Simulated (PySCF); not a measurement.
# Core-level binding energies of `[Cl][GeH3]`

Compound: ClGeH3.
Bonds: Cl1–Ge2. Hydrogens: H3, H4, H5 on Ge2.

Method: delta-SCF UKS SCAN, pcX-2 on the ionised atom, pcseg-1 elsewhere, spin-free X2C in PySCF 2.14.0. Vertical ΔSCF values, vacuum level as zero.

Q: List the computed XPS lines with their assignment.

A: 
```json
{"atom(s)": "Cl1", "bonded to": "Ge", "level": "Cl 2p3/2", "binding energy (eV)": "205.74", "2p1/2 (eV)": "207.39", "count": "1"}
{"atom(s)": "Cl1", "bonded to": "Ge", "level": "Cl 1s", "binding energy (eV)": "2828.35", "2p1/2 (eV)": "–", "count": "1"}
```

Q: Express the binding energy of Cl 1s of Cl1 in atomic units and per mole.

A: 2828.35 eV = 103.9399 Eh = 272894 kJ/mol.

Q: What is the longest wavelength that can ionise Cl 1s of Cl1 vertically?

A: λ = hc/E = 12398.42 eV Å / 2828.35 eV = 4.384 Å.

For 2p shells one spin-free hole was relaxed; a mean-field spin–orbit operator and the ground-state splitting of the three 2p orbitals were then diagonalised within the shell. The shell's mean is (2 × 2p3/2 + 2p1/2)/3, and the degeneracies 2j + 1 give areas of 2:1. 2p1/2 minus 2p3/2 (ligand field included): Cl 1.65 eV. No level of germanium is listed. Isolated species at its PBE0-D3(BJ)/def2-SVP geometry, gas phase.
